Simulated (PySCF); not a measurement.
**Dipole response of Pb²⁺ (lead, charge +2)**

[Xe] 4f14 5d10 6s2, closed-shell 1S. All numbers are calculated (PySCF 2.14, the spin-free X2C one-electron Hamiltonian (Gaussian nucleus), in aug-cc-pVQZ-DK3). Coupled (time-dependent) response in atomic units; α is the mean over directions.

```tsv
method	mean α (bohr³)	C₆ (like pair)	S(−4)
PBE0	13.77	92.79	52.55
```

S(−4) is the Cauchy moment in α(ω) = α(0) + S(−4) ω² + …

α(iu) at PBE0:

```json
{"u (hartree)": "0", "α(iu) (bohr³)": "13.77"}
{"u (hartree)": "0.0500", "α(iu) (bohr³)": "13.64"}
{"u (hartree)": "0.100", "α(iu) (bohr³)": "13.27"}
{"u (hartree)": "0.200", "α(iu) (bohr³)": "12.03"}
{"u (hartree)": "0.300", "α(iu) (bohr³)": "10.53"}
{"u (hartree)": "0.500", "α(iu) (bohr³)": "7.925"}
{"u (hartree)": "0.750", "α(iu) (bohr³)": "5.800"}
{"u (hartree)": "1.00", "α(iu) (bohr³)": "4.488"}
{"u (hartree)": "1.50", "α(iu) (bohr³)": "2.983"}
{"u (hartree)": "2.00", "α(iu) (bohr³)": "2.142"}
{"u (hartree)": "3.00", "α(iu) (bohr³)": "1.248"}
{"u (hartree)": "5.00", "α(iu) (bohr³)": "0.5582"}
```

A single London oscillator, α(iu) = α/(1 + u²/ω²), gives C₆ = (3/4) ω α². Matching the computed C₆ needs ω = 4 × 92.79 / (3 × 13.77²) = 0.652 hartree.

For an ion, C₆ is the dispersion term alone; charge-induced terms of lower order in 1/R come first.

Spin-orbit coupling, which splits the p, d and f shells strongly at this Z, is absent.
